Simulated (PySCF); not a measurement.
## Interval between two levels of Ru³⁺ by level of theory

Ru³⁺ [Kr] 4d5 [6S5/2, M_J = 5/2] → Ru³⁺ [Kr] 4d4 5p1 [6F11/2, M_J = 11/2], as a difference of total energies. Calculation: PySCF 2.14, in x2c-SVPall-2c with one added diffuse shell each of s, p, d type (7s9p7d1f, 76 functions); the two-component X2C-1e Hamiltonian. Correlated levels: [Ar] 3d10 frozen; the 6 highest virtual spinors dropped. "Screened" scales the spin-orbit matrix elements by Boettger's factors to mimic the two-electron term; Breit and QED terms are absent.

| method | interval between two levels (cm⁻¹) |
| --- | --- |
| GHF (spin-free) | 144890 |
| GMP2 (spin-free) | 144340 |
| GHF (screened spin-orbit) | 147560 |
| GMP2 (screened spin-orbit) | 147120 |

The labels give the starting determinants; with spin-orbit coupling the two ends relaxed to ⟨J²⟩ = 8.75, ⟨L²⟩ = 0.02, ⟨S²⟩ = 8.73 and ⟨J²⟩ = 35.76, ⟨L²⟩ = 12.10, ⟨S²⟩ = 8.71.
